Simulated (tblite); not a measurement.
Compound: C5H6FN3.
Numbering: `[CH2:1]=[CH:2][n:3]1[n:4][c:5]([CH3:6])[c:7]([F:8])[n:9]1` (hydrogens: H10, H11 on C1; H12 on C2; H13, H14, H15 on C6)

Computed with GFN2-xTB (tblite), gas phase: Langevin dynamics at 300 K from the optimised GFN2-xTB geometry, time step 0.5 fs, friction 0.01 fs⁻¹, 2000 steps. The instantaneous temperature is 2·E(kin)/(3Nk) with all 3N coordinates.

```json
{"t (fs)": "0", "T (K)": "239", "E(pot) above start (eV)": "0.000", "C1=C2 (Å)": "1.323", "C2–N3 (Å)": "1.385", "N3–N4 (Å)": "1.319", "N4–C5 (Å)": "1.324", "C5–C6 (Å)": "1.482", "C1–H10 (Å)": "1.074", "C1–C2–N3–N4 (°)": "180"}
{"t (fs)": "25", "T (K)": "100", "E(pot) above start (eV)": "0.301", "C1=C2 (Å)": "1.317", "C2–N3 (Å)": "1.391", "N3–N4 (Å)": "1.334", "N4–C5 (Å)": "1.352", "C5–C6 (Å)": "1.467", "C1–H10 (Å)": "1.062", "C1–C2–N3–N4 (°)": "-170"}
{"t (fs)": "50", "T (K)": "252", "E(pot) above start (eV)": "0.259", "C1=C2 (Å)": "1.321", "C2–N3 (Å)": "1.370", "N3–N4 (Å)": "1.316", "N4–C5 (Å)": "1.351", "C5–C6 (Å)": "1.478", "C1–H10 (Å)": "1.099", "C1–C2–N3–N4 (°)": "-169"}
{"t (fs)": "75", "T (K)": "171", "E(pot) above start (eV)": "0.321", "C1=C2 (Å)": "1.344", "C2–N3 (Å)": "1.395", "N3–N4 (Å)": "1.342", "N4–C5 (Å)": "1.357", "C5–C6 (Å)": "1.456", "C1–H10 (Å)": "1.064", "C1–C2–N3–N4 (°)": "-166"}
{"t (fs)": "100", "T (K)": "199", "E(pot) above start (eV)": "0.282", "C1=C2 (Å)": "1.323", "C2–N3 (Å)": "1.371", "N3–N4 (Å)": "1.329", "N4–C5 (Å)": "1.342", "C5–C6 (Å)": "1.516", "C1–H10 (Å)": "1.068", "C1–C2–N3–N4 (°)": "-172"}
{"t (fs)": "125", "T (K)": "199", "E(pot) above start (eV)": "0.274", "C1=C2 (Å)": "1.319", "C2–N3 (Å)": "1.385", "N3–N4 (Å)": "1.323", "N4–C5 (Å)": "1.336", "C5–C6 (Å)": "1.501", "C1–H10 (Å)": "1.081", "C1–C2–N3–N4 (°)": "-169"}
{"t (fs)": "150", "T (K)": "231", "E(pot) above start (eV)": "0.318", "C1=C2 (Å)": "1.309", "C2–N3 (Å)": "1.419", "N3–N4 (Å)": "1.343", "N4–C5 (Å)": "1.330", "C5–C6 (Å)": "1.521", "C1–H10 (Å)": "1.026", "C1–C2–N3–N4 (°)": "-177"}
{"t (fs)": "175", "T (K)": "210", "E(pot) above start (eV)": "0.465", "C1=C2 (Å)": "1.296", "C2–N3 (Å)": "1.378", "N3–N4 (Å)": "1.324", "N4–C5 (Å)": "1.312", "C5–C6 (Å)": "1.488", "C1–H10 (Å)": "1.103", "C1–C2–N3–N4 (°)": "176"}
{"t (fs)": "200", "T (K)": "260", "E(pot) above start (eV)": "0.388", "C1=C2 (Å)": "1.333", "C2–N3 (Å)": "1.376", "N3–N4 (Å)": "1.366", "N4–C5 (Å)": "1.326", "C5–C6 (Å)": "1.504", "C1–H10 (Å)": "1.080", "C1–C2–N3–N4 (°)": "178"}
{"t (fs)": "225", "T (K)": "251", "E(pot) above start (eV)": "0.412", "C1=C2 (Å)": "1.335", "C2–N3 (Å)": "1.387", "N3–N4 (Å)": "1.376", "N4–C5 (Å)": "1.285", "C5–C6 (Å)": "1.514", "C1–H10 (Å)": "1.069", "C1–C2–N3–N4 (°)": "171"}
{"t (fs)": "250", "T (K)": "203", "E(pot) above start (eV)": "0.425", "C1=C2 (Å)": "1.310", "C2–N3 (Å)": "1.390", "N3–N4 (Å)": "1.349", "N4–C5 (Å)": "1.270", "C5–C6 (Å)": "1.509", "C1–H10 (Å)": "1.058", "C1–C2–N3–N4 (°)": "166"}
{"t (fs)": "275", "T (K)": "251", "E(pot) above start (eV)": "0.273", "C1=C2 (Å)": "1.311", "C2–N3 (Å)": "1.387", "N3–N4 (Å)": "1.368", "N4–C5 (Å)": "1.300", "C5–C6 (Å)": "1.487", "C1–H10 (Å)": "1.077", "C1–C2–N3–N4 (°)": "164"}
{"t (fs)": "300", "T (K)": "250", "E(pot) above start (eV)": "0.318", "C1=C2 (Å)": "1.330", "C2–N3 (Å)": "1.360", "N3–N4 (Å)": "1.367", "N4–C5 (Å)": "1.329", "C5–C6 (Å)": "1.504", "C1–H10 (Å)": "1.075", "C1–C2–N3–N4 (°)": "160"}
{"t (fs)": "325", "T (K)": "286", "E(pot) above start (eV)": "0.301", "C1=C2 (Å)": "1.340", "C2–N3 (Å)": "1.343", "N3–N4 (Å)": "1.329", "N4–C5 (Å)": "1.335", "C5–C6 (Å)": "1.467", "C1–H10 (Å)": "1.076", "C1–C2–N3–N4 (°)": "166"}
{"t (fs)": "350", "T (K)": "188", "E(pot) above start (eV)": "0.439", "C1=C2 (Å)": "1.295", "C2–N3 (Å)": "1.367", "N3–N4 (Å)": "1.355", "N4–C5 (Å)": "1.324", "C5–C6 (Å)": "1.431", "C1–H10 (Å)": "1.084", "C1–C2–N3–N4 (°)": "170"}
{"t (fs)": "375", "T (K)": "218", "E(pot) above start (eV)": "0.519", "C1=C2 (Å)": "1.329", "C2–N3 (Å)": "1.346", "N3–N4 (Å)": "1.371", "N4–C5 (Å)": "1.344", "C5–C6 (Å)": "1.489", "C1–H10 (Å)": "1.064", "C1–C2–N3–N4 (°)": "179"}
{"t (fs)": "400", "T (K)": "306", "E(pot) above start (eV)": "0.391", "C1=C2 (Å)": "1.323", "C2–N3 (Å)": "1.357", "N3–N4 (Å)": "1.369", "N4–C5 (Å)": "1.330", "C5–C6 (Å)": "1.499", "C1–H10 (Å)": "1.084", "C1–C2–N3–N4 (°)": "178"}
{"t (fs)": "425", "T (K)": "202", "E(pot) above start (eV)": "0.597", "C1=C2 (Å)": "1.296", "C2–N3 (Å)": "1.338", "N3–N4 (Å)": "1.327", "N4–C5 (Å)": "1.327", "C5–C6 (Å)": "1.495", "C1–H10 (Å)": "1.075", "C1–C2–N3–N4 (°)": "-173"}
{"t (fs)": "450", "T (K)": "286", "E(pot) above start (eV)": "0.645", "C1=C2 (Å)": "1.306", "C2–N3 (Å)": "1.328", "N3–N4 (Å)": "1.337", "N4–C5 (Å)": "1.342", "C5–C6 (Å)": "1.508", "C1–H10 (Å)": "1.030", "C1–C2–N3–N4 (°)": "-167"}
{"t (fs)": "475", "T (K)": "319", "E(pot) above start (eV)": "0.776", "C1=C2 (Å)": "1.351", "C2–N3 (Å)": "1.379", "N3–N4 (Å)": "1.384", "N4–C5 (Å)": "1.330", "C5–C6 (Å)": "1.435", "C1–H10 (Å)": "1.128", "C1–C2–N3–N4 (°)": "-168"}
{"t (fs)": "500", "T (K)": "390", "E(pot) above start (eV)": "0.541", "C1=C2 (Å)": "1.343", "C2–N3 (Å)": "1.370", "N3–N4 (Å)": "1.354", "N4–C5 (Å)": "1.323", "C5–C6 (Å)": "1.471", "C1–H10 (Å)": "1.087", "C1–C2–N3–N4 (°)": "-171"}
{"t (fs)": "525", "T (K)": "440", "E(pot) above start (eV)": "0.606", "C1=C2 (Å)": "1.336", "C2–N3 (Å)": "1.359", "N3–N4 (Å)": "1.355", "N4–C5 (Å)": "1.321", "C5–C6 (Å)": "1.475", "C1–H10 (Å)": "1.041", "C1–C2–N3–N4 (°)": "-178"}
{"t (fs)": "550", "T (K)": "408", "E(pot) above start (eV)": "0.464", "C1=C2 (Å)": "1.320", "C2–N3 (Å)": "1.408", "N3–N4 (Å)": "1.338", "N4–C5 (Å)": "1.311", "C5–C6 (Å)": "1.522", "C1–H10 (Å)": "1.122", "C1–C2–N3–N4 (°)": "-168"}
{"t (fs)": "575", "T (K)": "252", "E(pot) above start (eV)": "0.686", "C1=C2 (Å)": "1.341", "C2–N3 (Å)": "1.365", "N3–N4 (Å)": "1.286", "N4–C5 (Å)": "1.329", "C5–C6 (Å)": "1.557", "C1–H10 (Å)": "1.055", "C1–C2–N3–N4 (°)": "-176"}
{"t (fs)": "600", "T (K)": "355", "E(pot) above start (eV)": "0.478", "C1=C2 (Å)": "1.331", "C2–N3 (Å)": "1.411", "N3–N4 (Å)": "1.314", "N4–C5 (Å)": "1.329", "C5–C6 (Å)": "1.505", "C1–H10 (Å)": "1.045", "C1–C2–N3–N4 (°)": "-166"}
{"t (fs)": "625", "T (K)": "312", "E(pot) above start (eV)": "0.656", "C1=C2 (Å)": "1.304", "C2–N3 (Å)": "1.393", "N3–N4 (Å)": "1.350", "N4–C5 (Å)": "1.316", "C5–C6 (Å)": "1.484", "C1–H10 (Å)": "1.125", "C1–C2–N3–N4 (°)": "-174"}
{"t (fs)": "650", "T (K)": "432", "E(pot) above start (eV)": "0.422", "C1=C2 (Å)": "1.324", "C2–N3 (Å)": "1.409", "N3–N4 (Å)": "1.339", "N4–C5 (Å)": "1.294", "C5–C6 (Å)": "1.498", "C1–H10 (Å)": "1.056", "C1–C2–N3–N4 (°)": "-175"}
{"t (fs)": "675", "T (K)": "339", "E(pot) above start (eV)": "0.639", "C1=C2 (Å)": "1.349", "C2–N3 (Å)": "1.409", "N3–N4 (Å)": "1.309", "N4–C5 (Å)": "1.294", "C5–C6 (Å)": "1.449", "C1–H10 (Å)": "1.066", "C1–C2–N3–N4 (°)": "178"}
{"t (fs)": "700", "T (K)": "316", "E(pot) above start (eV)": "0.755", "C1=C2 (Å)": "1.333", "C2–N3 (Å)": "1.381", "N3–N4 (Å)": "1.283", "N4–C5 (Å)": "1.307", "C5–C6 (Å)": "1.497", "C1–H10 (Å)": "1.101", "C1–C2–N3–N4 (°)": "176"}
{"t (fs)": "725", "T (K)": "432", "E(pot) above start (eV)": "0.489", "C1=C2 (Å)": "1.311", "C2–N3 (Å)": "1.401", "N3–N4 (Å)": "1.302", "N4–C5 (Å)": "1.272", "C5–C6 (Å)": "1.429", "C1–H10 (Å)": "1.073", "C1–C2–N3–N4 (°)": "-176"}
{"t (fs)": "750", "T (K)": "371", "E(pot) above start (eV)": "0.643", "C1=C2 (Å)": "1.294", "C2–N3 (Å)": "1.414", "N3–N4 (Å)": "1.295", "N4–C5 (Å)": "1.284", "C5–C6 (Å)": "1.471", "C1–H10 (Å)": "1.037", "C1–C2–N3–N4 (°)": "-172"}
{"t (fs)": "775", "T (K)": "343", "E(pot) above start (eV)": "0.645", "C1=C2 (Å)": "1.348", "C2–N3 (Å)": "1.341", "N3–N4 (Å)": "1.291", "N4–C5 (Å)": "1.320", "C5–C6 (Å)": "1.492", "C1–H10 (Å)": "1.149", "C1–C2–N3–N4 (°)": "-166"}
{"t (fs)": "800", "T (K)": "453", "E(pot) above start (eV)": "0.525", "C1=C2 (Å)": "1.335", "C2–N3 (Å)": "1.373", "N3–N4 (Å)": "1.277", "N4–C5 (Å)": "1.316", "C5–C6 (Å)": "1.544", "C1–H10 (Å)": "1.056", "C1–C2–N3–N4 (°)": "-166"}
{"t (fs)": "825", "T (K)": "380", "E(pot) above start (eV)": "0.748", "C1=C2 (Å)": "1.329", "C2–N3 (Å)": "1.367", "N3–N4 (Å)": "1.303", "N4–C5 (Å)": "1.274", "C5–C6 (Å)": "1.460", "C1–H10 (Å)": "1.031", "C1–C2–N3–N4 (°)": "-159"}
{"t (fs)": "850", "T (K)": "352", "E(pot) above start (eV)": "0.656", "C1=C2 (Å)": "1.318", "C2–N3 (Å)": "1.342", "N3–N4 (Å)": "1.364", "N4–C5 (Å)": "1.296", "C5–C6 (Å)": "1.508", "C1–H10 (Å)": "1.152", "C1–C2–N3–N4 (°)": "-167"}
{"t (fs)": "875", "T (K)": "299", "E(pot) above start (eV)": "0.617", "C1=C2 (Å)": "1.321", "C2–N3 (Å)": "1.343", "N3–N4 (Å)": "1.395", "N4–C5 (Å)": "1.298", "C5–C6 (Å)": "1.465", "C1–H10 (Å)": "1.070", "C1–C2–N3–N4 (°)": "-169"}
{"t (fs)": "900", "T (K)": "333", "E(pot) above start (eV)": "0.473", "C1=C2 (Å)": "1.326", "C2–N3 (Å)": "1.370", "N3–N4 (Å)": "1.370", "N4–C5 (Å)": "1.298", "C5–C6 (Å)": "1.476", "C1–H10 (Å)": "1.064", "C1–C2–N3–N4 (°)": "-165"}
{"t (fs)": "925", "T (K)": "348", "E(pot) above start (eV)": "0.489", "C1=C2 (Å)": "1.324", "C2–N3 (Å)": "1.361", "N3–N4 (Å)": "1.344", "N4–C5 (Å)": "1.296", "C5–C6 (Å)": "1.485", "C1–H10 (Å)": "1.118", "C1–C2–N3–N4 (°)": "-172"}
{"t (fs)": "950", "T (K)": "259", "E(pot) above start (eV)": "0.358", "C1=C2 (Å)": "1.320", "C2–N3 (Å)": "1.363", "N3–N4 (Å)": "1.328", "N4–C5 (Å)": "1.288", "C5–C6 (Å)": "1.464", "C1–H10 (Å)": "1.031", "C1–C2–N3–N4 (°)": "171"}
{"t (fs)": "975", "T (K)": "211", "E(pot) above start (eV)": "0.314", "C1=C2 (Å)": "1.326", "C2–N3 (Å)": "1.374", "N3–N4 (Å)": "1.316", "N4–C5 (Å)": "1.318", "C5–C6 (Å)": "1.452", "C1–H10 (Å)": "1.087", "C1–C2–N3–N4 (°)": "174"}
{"t (fs)": "1000", "T (K)": "200", "E(pot) above start (eV)": "0.388", "C1=C2 (Å)": "1.322", "C2–N3 (Å)": "1.385", "N3–N4 (Å)": "1.329", "N4–C5 (Å)": "1.337", "C5–C6 (Å)": "1.452", "C1–H10 (Å)": "1.085", "C1–C2–N3–N4 (°)": "175"}
```

Question: From 500 fs on, how do temperature and potential energy compare with equipartition?

Answer: The mean temperature of these 21 frames is 344 K against the target 300 K, and the mean potential energy 0.55 eV against 39 × kT/2 = 0.50 eV for 39 classical harmonic modes. For 15 atoms in a canonical ensemble the temperature itself scatters by T·√(2/(3N)) = 63 K; here its standard deviation is 70 K. The whole run lasts only 10 friction times of 100 fs, so these averages carry a wide statistical error.

Question: What are the kinetic and total energies of the listed frame with the highest potential energy?

Answer: The one at 475 fs, 0.776 eV above the start. Its kinetic energy is 3NkT/2 = 0.618 eV at 319 K, so the sum is 1.39 eV; over the listed frames the sum runs from 0.46 to 1.48 eV, since the thermostat adds and removes energy.

Question: How much do the listed bonds fluctuate from 500 fs on?

Answer: 
```
  bond  at the start (Å)  mean (Å)  standard deviation (Å)
 C1=C2             1.323     1.326                   0.013
 C2–N3             1.385     1.378                   0.023
 N3–N4             1.319     1.326                   0.031
 N4–C5             1.324     1.306                   0.018
 C5–C6             1.482     1.484                   0.031
C1–H10             1.074     1.079                   0.036
```

The motion is classical and holds no zero-point motion.

What follows is the cost of the whole dynamics run. The run took 12 s of wall time on Arm Neoverse V1, one thread, no GPU, shared host with 32 logical CPUs at a one-minute load of 14, and the process peaked at 0.18 GiB of memory.
